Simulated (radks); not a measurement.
Question: Species: Co V. Configuration: [Ar] 3d5. All-electron calculation, scalar-relativistic Kohn-Sham, PBEsol, spin-polarised, spherical densities, finite nucleus; open shells are filled with parallel spins first; Fermi nuclear charge, rms radius 3.7875 fm. Program: a radial shooting solver on a logarithmic mesh with Libxc functionals. Some entries of the table are withheld. Estimate them.

orbital  occ.  eigenvalue (eV)  <r^2> (bohr^2)  <1/r> (bohr^-1)
1s down     1        -7647.028        0.004252            27.01
1s up       1        -7647.026        0.004253            27.01
2s up       1        -961.9990         0.07733            5.802
2s down     1        -958.7436         0.07696            5.817
2p up       3        -832.9345         0.06240            5.696
2p down     3        -830.4690         0.06202            5.709
3s up       1        -164.7052          0.6637              (1)
3s down     1        -158.1176          0.6710              (2)
3p up       3        -127.5418          0.7303            1.739
3p down     3        -121.0570          0.7435            1.723
3d up       5         -68.2533          0.9315              (3)
3d down     0         -61.8927          0.9955              (4)

Answer: 
(1) 3s up <1/r> (bohr^-1): 1.868
(2) 3s down <1/r> (bohr^-1): 1.855
(3) 3d up <1/r> (bohr^-1): 1.464
(4) 3d down <1/r> (bohr^-1): 1.433
